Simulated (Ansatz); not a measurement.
One change: `CO[Si@H](Cl)[Si@H](O)Cl` becomes `CO[SiH](N)Cl`.

Ansatz, PBE0-D4/def2-TZVP geometries, multiplicity 1. Each molecule was computed in one conformer, which needn't be the lowest.

```tsv
property	`CO[Si@H](Cl)[Si@H](O)Cl`
size of the dipole moment (ωB97M-V/def2-TZVPP) / D	2.59
LUMO energy (ωB97M-V/def2-TZVPP) / eV	1.03
HOMO–LUMO gap (ωB97M-V/def2-TZVPP) / eV	11.06
HOMO–LUMO gap (PBE/def2-TZVPP) / eV	5.12
HOMO energy (ωB97M-V/def2-TZVPP) / eV	-10.02
HOMO energy (B3LYP/def2-TZVPP) / eV	-7.78
```

Question: What does the change do to each property? (Best estimate.)

Answer: The calculation gave: 
```json
{"property": "size of the dipole moment (ωB97M-V/def2-TZVPP) / D", "`CO[SiH](N)Cl`": "1.65", "shift": "-0.94"}
{"property": "LUMO energy (ωB97M-V/def2-TZVPP) / eV", "`CO[SiH](N)Cl`": "2.31", "shift": "1.28"}
{"property": "HOMO–LUMO gap (ωB97M-V/def2-TZVPP) / eV", "`CO[SiH](N)Cl`": "12.73", "shift": "1.67"}
{"property": "HOMO–LUMO gap (PBE/def2-TZVPP) / eV", "`CO[SiH](N)Cl`": "6.53", "shift": "1.41"}
{"property": "HOMO energy (ωB97M-V/def2-TZVPP) / eV", "`CO[SiH](N)Cl`": "-10.41", "shift": "-0.39"}
{"property": "HOMO energy (B3LYP/def2-TZVPP) / eV", "`CO[SiH](N)Cl`": "-7.73", "shift": "0.05"}
```

Dipoles are sizes alone; their direction can turn.

B3LYP here is the variant with VWN-RPA as its local correlation; programs differ in this.
